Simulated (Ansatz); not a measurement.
All values below come from frozen-core CCSD(T)/cc-pVTZ // B3LYP-D3(BJ)/def2-TZVP in Ansatz (a program for electronic structure).

Ansatz 0.2 input:
```yaml
crystal:
  periodic: [false, false, false]
  atoms:
    - { symbol: F, position_ang: [1.435088, -0.231888, 0.573565] }
    - { symbol: Si, position_ang: [-0.039836, 0.006436, -0.015922] }
    - { symbol: H, position_ang: [-0.374554, -1.12912, -0.899285] }
    - { symbol: H, position_ang: [-0.035898, 1.273412, -0.775269] }
    - { symbol: H, position_ang: [-0.9848, 0.081159, 1.116911] }
basis:
  gaussian: { orbitals: cc-pVTZ }
correlation:
  method: ccsd_t
```

Output:

```
Functional definition: HF
615 factors; integrals over basis functions are off by at most 8.2e-4 eV
mean field evaluation 1: about -10617.1775 eV, gradient 2.6e1 eV
mean field evaluation 2: about -10617.1883 eV, gradient 2.6e1 eV
mean field evaluation 4: about -10618.5584 eV, gradient 1.8e0 eV
mean field evaluation 8: about -10618.5741 eV, gradient 5.6e-2 eV
mean field evaluation 16: about -10618.5579 eV, gradient 3.0e-1 eV
mean field -10618.57411950 eV, -390.2254013635 hartree, gradient 1.3e-6 eV, S^2 0.000000; 0 other end points of the search recorded, 0 dependent functions left out
6 core orbitals not correlated
reference -10618.57411950 eV, -390.2254013635 hartree; 7, 7 occupied and 93, 93 virtual orbitals, 615 factors
second order -10.45239466 eV of doubles, -0.00000000 eV of singles
cycle   1  -10.71087015 eV  change   -2.6e-1 eV  update   7.0e-2
cycle   2  -10.97884956 eV  change   -2.7e-1 eV  update   2.1e-2
cycle   3  -11.04098755 eV  change   -6.2e-2 eV  update   1.0e-2
cycle   4  -11.03281484 eV  change    8.2e-3 eV  update   1.8e-3
cycle   5  -11.03281378 eV  change    1.1e-6 eV  update   6.9e-4
cycle   6  -11.03310611 eV  change   -2.9e-4 eV  update   1.7e-4
cycle   7  -11.03299368 eV  change    1.1e-4 eV  update   5.5e-5
cycle   8  -11.03298001 eV  change    1.4e-5 eV  update   1.3e-5
perturbative correction -0.28643042 eV, -0.0105261238 hartree
Total energy: -10629.89352993 eV, -390.6413820244 hartree
```

Cost: roughly 2.0 core-seconds.
